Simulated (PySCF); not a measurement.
B(Me)3 cation (C3H9B), SMILES CB(C)C (connectivity only; charge and spin as stated), charge +1, multiplicity 2. Atoms are numbered in the order given.

```xyz
13

B      0.1343     0.0152     0.0000
C      1.6527     0.0078     0.0000
H      2.0898     0.4741     0.8974
H      1.9803    -1.0513     0.0000
H      2.0898     0.4741    -0.8974
C     -0.8898    -0.0020     1.2542
H     -0.5956     0.9683     1.7026
H     -1.9761    -0.0825     1.1560
H     -0.4632    -0.8836     1.7752
C     -0.8898    -0.0020    -1.2542
H     -1.9761    -0.0825    -1.1560
H     -0.5956     0.9683    -1.7026
H     -0.4632    -0.8836    -1.7752
```
Charge +1, spin multiplicity 2.

Coordinates come from a PBE0-D3(BJ)/def2-SVP optimisation. The multiplicity is an assumed one; no other spin state was optimised. The isomer is the one that the SMILES or the coordinates give; other isomers of the formula were not compared.

Two levels are set side by side: PBE/pcH-1 (PySCF) and B3LYP/pcH-1 (PySCF). Contact hyperfine couplings, same geometry. Differences are taken from unrounded values.

| quantity | PBE |
|---|---|
| A(iso) of 11B, atom B1 (MHz) | -27.7 |
| A(iso) of 13C, atom C2 (MHz) | -9.1 |
| A(iso) of 1H, atom H3 (MHz) | 40.2 |
| A(iso) of 1H, atom H4 (MHz) | -2.2 |
| A(iso) of 1H, atom H5 (MHz) | 40.2 |
| A(iso) of 13C, atom C6 (MHz) | 67.5 |
| A(iso) of 1H, atom H7 (MHz) | 63.2 |
| A(iso) of 1H, atom H8 (MHz) | -4.8 |
| A(iso) of 1H, atom H9 (MHz) | 81.0 |
| A(iso) of 13C, atom C10 (MHz) | 67.5 |
| A(iso) of 1H, atom H11 (MHz) | -4.8 |
| A(iso) of 1H, atom H12 (MHz) | 63.2 |
| A(iso) of 1H, atom H13 (MHz) | 81.0 |

Problem. These are the PBE values. What does B3LYP give? (An estimate is asked for; the answer gives what the named calculation found.)

Solution. 
| quantity | B3LYP | PBE minus B3LYP |
|---|---|---|
| A(iso) of 11B, atom B1 (MHz) | -45.7 | 18.0 |
| A(iso) of 13C, atom C2 (MHz) | -9.7 | 0.6 |
| A(iso) of 1H, atom H3 (MHz) | 36.2 | 4.0 |
| A(iso) of 1H, atom H4 (MHz) | -1.6 | -0.6 |
| A(iso) of 1H, atom H5 (MHz) | 36.2 | 4.0 |
| A(iso) of 13C, atom C6 (MHz) | 75.2 | -7.6 |
| A(iso) of 1H, atom H7 (MHz) | 66.3 | -3.0 |
| A(iso) of 1H, atom H8 (MHz) | -7.9 | 3.1 |
| A(iso) of 1H, atom H9 (MHz) | 84.8 | -3.9 |
| A(iso) of 13C, atom C10 (MHz) | 75.2 | -7.6 |
| A(iso) of 1H, atom H11 (MHz) | -7.9 | 3.1 |
| A(iso) of 1H, atom H12 (MHz) | 66.3 | -3.0 |
| A(iso) of 1H, atom H13 (MHz) | 84.8 | -3.9 |

Rough cost on one machine, each run with all the roots and properties that it gave: B3LYP against PBE within a factor of 2.
